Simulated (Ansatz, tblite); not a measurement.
Isomers of PbSe$_{2}$⁺ (doublet), found by a short tight-binding search and relaxed with r2SCAN-D4/def2-TZVP in Ansatz.

In the def2 sets Pb takes a core potential; there is no spin–orbit coupling. The xTB rows come from tblite. Correlated methods freeze 22 core orbitals; core or outer-core shells of Pb, Se are correlated, in sets that lack core-valence functions. In CCSD on the charge 1 doublet the largest single amplitude is 0.26, so its Hartree–Fock determinant may place the open shell otherwise than the density functionals do.

Run but left out: HF/def2-SVP, HF/def2-TZVP, MP2/def2-SVP (A: ⟨S²⟩ 1.17 to 1.18, where a pure state has 0.75).

A: At PBE-D4/def2-TZVP the gap within one spin of the charge 1 doublet nearly closes, so an electron or hole may be smeared out by delocalisation error. At CAM-B3LYP-D4/def2-TZVP, CCSD(T)/def2-SVP the charge 1 doublet is spin-contaminated (final ⟨S²⟩ up to 1.17, 0.75 for a pure state).

Other spin states were run for one of them alone.

A:

Cartesian coordinates in Å:
```
Pb 0.0001 -0.0001 -0.0001
Se -1.9407 -1.3909 -0.2610
Se 1.9405 1.3911 0.2611
```

B:

Cartesian coordinates in Å:
```
Pb -1.5372 0.5654 -0.1590
Se 0.9801 -0.0154 -1.0147
Se 0.5571 -0.5500 1.1738
```

Question: Estimate which lies lowest at each level, and how far above it the others are (kJ/mol).

Answer: 
```csv
level,A,B
GFN1-xTB,234.0,0.0
GFN2-xTB,173.3,0.0
PBE-D4/def2-TZVP,234.1,0.0
r2SCAN-D4/def2-TZVP,237.0,0.0
PBE0-D4/def2-TZVP,251.2,0.0
CAM-B3LYP-D4/def2-TZVP,253.5,0.0
CCSD/def2-SVP,237.2,0.0
CCSD(T)/def2-SVP,230.9,0.0
```
Point groups (tolerance 0.1 Å): A D∞h, B C2v. Lower isomers may exist.
